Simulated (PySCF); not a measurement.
# Spinor energies of Lu(52+) (lutetium, charge +52)

Start: [Ar] 3d1; 3d5/2 filled at m_j = +5/2. Calculated with PySCF 2.14 in an uncontracted even-tempered set (15 s from 14 bohr⁻², ratio 2.8; 12 p from 18 bohr⁻², ratio 2.8; 8 d from 18 bohr⁻², ratio 2.8; 3 f from 56 bohr⁻², ratio 3): generalised Hartree-Fock with the X2C-1e Hamiltonian and a Gaussian nucleus; one run each with spin-orbit coupling (SO) screened by Boettger's factors, then bare. This is a chosen level, not necessarily the ground level.

```
spinor shell  electrons  ε, screened SO (eV)  ε, bare SO (eV)  weight of nominal j (bare SO)  rms radius, bare SO (bohr)
       1s1/2          2             -67203.2         -67202.5                          1.000                      0.0219
       2s1/2          2             -14428.1         -14428.0                          1.000                      0.0876
       2p1/2          2             -13934.4         -13962.0                          1.000                      0.0743
       2p3/2          4             -12797.8         -12788.8                          1.000                      0.0814
       3s1/2          2              -5532.9          -5532.8                          1.000                       0.215
       3p1/2          2              -5330.1          -5337.0                          1.000                       0.204
       3p3/2          4              -5046.9          -5044.6                          1.000                       0.217
       3d5/2          1              -4743.5          -4739.3                          1.000                       0.188
```

```
   quantity   screened SO       bare SO
E (hartree)  -11968.74675  -11969.48552
        M_J           5/2           5/2
       ⟨J²⟩         8.751         8.751
       ⟨L²⟩         6.047         6.050
       ⟨S²⟩         0.797         0.800
```

Each row is a mean over spinors that exchange with the open shell spreads, by up to 26.234 eV (3p3/2).

Breit and QED terms are absent; they matter most for the inner s and p1/2 levels.

Densities and radii are taken from the X2C orbitals without a picture-change correction, which distorts them close to the nucleus.
